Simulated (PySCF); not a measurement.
Point-charge models of `C#C/C=C/C(=S)CCC` against its computed dipole.

Coordinates (GFN2-xTB, Å) and charges (e) from the PBE0/pcSseg-1 density (PySCF):

```tsv
atom	x	y	z	Mulliken	IAO	Hirshfeld	ESP-fitted
C1	4.290	-0.181	1.406	-0.3321	-0.2068	-0.0848	-0.4244
C2	3.268	-0.580	0.910	+0.3209	-0.0186	-0.0344	+0.0662
C3	2.073	-1.044	0.352	-0.1079	-0.1023	-0.0045	-0.0506
C4	1.136	-0.232	-0.178	-0.0026	-0.1488	-0.0395	-0.1116
C5	-0.098	-0.700	-0.735	-0.3693	-0.0359	+0.0471	+0.0689
S6	-0.446	-2.298	-0.891	-0.0600	-0.1128	-0.1119	-0.2256
C7	-1.089	0.334	-1.171	-0.0968	-0.2694	-0.0734	-0.1636
C8	-1.646	1.130	0.019	-0.2901	-0.2421	-0.0596	+0.1697
C9	-2.417	0.241	0.985	-0.2640	-0.4192	-0.1211	-0.2705
H10	5.183	0.160	1.838	+0.0539	+0.2098	+0.0988	+0.3191
H11	1.910	-2.115	0.367	+0.1567	+0.1911	+0.0519	+0.1356
H12	1.304	0.838	-0.188	+0.1112	+0.1553	+0.0523	+0.1416
H13	-0.600	1.028	-1.863	+0.1393	+0.1491	+0.0482	+0.0801
H14	-1.913	-0.154	-1.695	+0.1317	+0.1546	+0.0394	+0.0623
H15	-0.826	1.619	0.551	+0.1226	+0.1291	+0.0355	-0.0213
H16	-2.306	1.910	-0.367	+0.1282	+0.1403	+0.0438	+0.0006
H17	-2.826	0.833	1.801	+0.1176	+0.1428	+0.0421	+0.0662
H18	-1.768	-0.523	1.408	+0.1256	+0.1420	+0.0296	+0.0859
H19	-3.238	-0.256	0.474	+0.1150	+0.1416	+0.0403	+0.0713
```

Form Σ q r in debye for every column and set it beside the full dipole.

The full density gives (0.89, 2.67, 0.78) D, 2.92 D in size; dipole vectors point from the negative to the positive end.

```csv
scheme,μx,μy,μz,size (D),share of the full size (%),angle to the full dipole (°)
Mulliken,-1.22,1.44,0.37,1.92,66,57
IAO,0.75,1.84,0.66,2.10,72,5
Hirshfeld,0.62,1.42,0.29,1.58,54,7
ESP-fitted,0.90,2.75,0.78,3.00,103,1
```

Which set comes closest?

Length of the difference vector: ESP-fitted 0.08 D, IAO 0.85 D, Hirshfeld 1.37 D, Mulliken 2.48 D. Closest: ESP-fitted. ESP charges are fitted to the potential around the molecule, whose slowest-falling term is the dipole's. 

What is left for the Hirshfeld atoms' own dipoles?

The shares of the density sum to the whole, so what Σ q r misses lies in dipoles about the nuclei. The atomic dipoles sum to (0.89, 2.67, 0.78) − (0.62, 1.42, 0.29) = (0.27, 1.25, 0.49) D, 1.37 D in size.

With the origin at the mean of the coordinates, (-0.001, 0.000, 0.159) Å, which are the largest single terms, by size, of the Mulliken dipole along the direction of the full one?

C1 -2.36, C5 +1.61, C2 +1.03, H11 -0.97, H15 +0.78 D; all 19 atoms together +1.04 D. The single terms depend on the origin, their sum doesn't.

Give the size of the full dipole in other units.

2.92 D = 1.150 au = 0.609 e·Å = 9.75 × 10⁻³⁰ C·m.

One conformer (not necessarily the lowest) at the GFN2-xTB geometry, without solvent, vibrations or thermal averaging.

These values come from a run that also computed NMR shieldings. Time: 73 s wall; peak memory 1.0 GiB. Hardware: an Intel Xeon at 2.70 GHz with one thread, shared host with 64 logical CPUs at a one-minute load of 55.

The values belong to the conformer `[CH:1]#[C:2]/[CH:3]=[CH:4]/[C:5](=[S:6])[CH2:7][CH2:8][CH3:9]`: C3–C4–C5–S6 -5°, C4–C5–C7–C8 -67°, C5–C7–C8–C9 -63°.
